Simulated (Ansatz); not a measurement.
Consider the isomerisation: `CC1=NB1` → `BC1C=N1`.

Isolated molecules relaxed with PBE0-D4/def2-TZVP in Ansatz; ΔE leaves out vibrations. CCSD(T)/CBS is the MP2 limit (def2-TZVPP, def2-QZVPP) plus CCSD(T) − MP2 in def2-TZVPP, frozen cores. DFT in def2-TZVPP.

CCSD(T)/CBS gives +1.74 eV.

Task: Another level gave +1.85 eV. Which?
A. ωB97M-V/def2-TZVPP
B. MP2/def2-TZVPP
C. BLYP-D4/def2-TZVPP
D. LC-ωPBE/def2-TZVPP

Result: A. ωB97M-V 1.85, MP2/def2-TZVPP 1.73, BLYP-D4 1.65, LC-ωPBE 1.90 eV.

Largest T1 diagnostic among the species: 0.013.

From PBE to PBE0 (25 % exact exchange), in def2-TZVPP and without D4, ΔE moves by +0.12 eV. Leaving LDA and LC-ωPBE aside and taking each functional with its dispersion term where it has one, the values, not all of them listed here, spread over 0.26 eV, from BLYP-D4 to BHLYP-D4. LDA lies +0.12 eV from PBE without D4. At CCSD(T), def2-SVP lies +0.04 eV from the extrapolated value and def2-TZVPP −0.03 eV.
